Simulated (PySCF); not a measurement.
C3H7, doublet, at a GFN2-xTB geometry. Base run: HF/6-31G** (PySCF).

The PySCF input:
```python
from pyscf import gto, scf

mol = gto.M(
    atom='''
C     0.008600    0.118759    0.572489
C    -0.001440    1.276262   -0.336318
C    -0.006266   -1.219466   -0.199123
H    -0.873420    0.139321    1.219107
H     0.903032    0.137499    1.200083
H    -0.004010   -2.053087    0.499173
H     0.916652    1.684684   -0.711813
H    -0.922042    1.617014   -0.769176
H    -0.895426   -1.284626   -0.821224
H     0.869852   -1.294132   -0.838440
''',
    basis='6-31g**',
    charge=0,
    spin=1,
    verbose=5,
)

mf = scf.UHF(mol)
mf.kernel()
mf.analyze()
```

Each row names what was changed in the base input (with any setting that the change needs).

```tsv
change	ΔE vs base (mEh)	fitting functions	dipole (D)
base	0.000	-	0.14
auxbasis = even-tempered beta=2.0	0.053	528	0.14
auxbasis = cc-pvtz-jkfit	0.006	447	0.14
auxbasis = def2-universal-jfit	0.455	224	0.14
auxbasis = def2-universal-jkfit	0.024	351	0.14
auxbasis = def2-tzvp-ri	-0.049	333	0.14
auxbasis = autoaux	0.112	512	0.14
auxbasis = def2-svp-ri	-1.571	242	0.14
auxbasis = cc-pvqz-jkfit	0.003	675	0.14
auxbasis = even-tempered beta=1.6	0.022	825	0.14
```

A fitting set is made for a task (jfit for Coulomb, jkfit for Coulomb and exchange, ri for correlation) and for a family of orbital bases.

Open shells are given as the SCF converged; they aren't shown to be the lowest states, and a large step between rows can be another state.
